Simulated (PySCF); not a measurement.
## CH4ClFSi: core ionisation energies

Compound: chloromethylfluorosilane, CH4ClFSi.
SMILES with atom numbers: `[F:1][SiH2:2][CH2:3][Cl:4]`

Computed with delta-SCF UKS SCAN, pcX-2 on the ionised atom, pcseg-1 elsewhere, spin-free X2C in PySCF. Binding energies are ΔSCF values: E(core-ionised, relaxed orbitals) − E(ground state) at a fixed geometry, referred to the vacuum level.

Give the core binding energies atom by atom.

| atom(s) | environment | level | binding energy (eV) | 2p1/2 (eV) | count |
| --- | --- | --- | --- | --- | --- |
| Si2 | fluorine-bound silicon | Si 2p3/2 | 108.35 | 108.98 | 1 |
| Cl4 | alkyl chlorine | Cl 2p3/2 | 206.33 | 207.99 | 1 |
| C3 | sp3 C–Cl carbon | C 1s | 292.15 | – | 1 |
| F1 | silicon-bound fluorine | F 1s | 692.53 | – | 1 |
| Si2 | fluorine-bound silicon | Si 1s | 1848.21 | – | 1 |
| Cl4 | alkyl chlorine | Cl 1s | 2828.94 | – | 1 |

Give the binding energy of Cl 2p3/2 of Cl4 in hartree and in kJ/mol.

206.33 eV = 7.5825 Eh = 19908 kJ/mol.

Which effective nuclear charge Zeff reproduces each element's mean 1s value in the hydrogen-like formula E = 13.606 eV × Zeff²?

C (Z = 6): mean 292.2 eV, Zeff = 4.63, Z − Zeff = 1.37; F (Z = 9): mean 692.5 eV, Zeff = 7.13, Z − Zeff = 1.87; Si (Z = 14): mean 1848.2 eV, Zeff = 11.66, Z − Zeff = 2.34; Cl (Z = 17): mean 2828.9 eV, Zeff = 14.42, Z − Zeff = 2.58. Means run over the listed sites, weighted by atom count.

Spin–orbit coupling isn't in the SCF: each 2p doublet comes from a relaxed spin-free hole plus a matrix of the shell (mean-field spin–orbit coupling and the ground-state 2p splitting), with 2p3/2 averaged over its two sublevels. 2p1/2 minus 2p3/2 (ligand field included): Si 0.63 eV, Cl 1.65 eV. The structure is a single GFN2-xTB conformer in the gas phase; no vibrational or solvent corrections.

The run took 11 s of wall time on one thread, x86-64 server, on a shared host.

The values belong to the conformer `[F:1][SiH2:2][CH2:3][Cl:4]`: F1–Si2–C3–Cl4 180°.
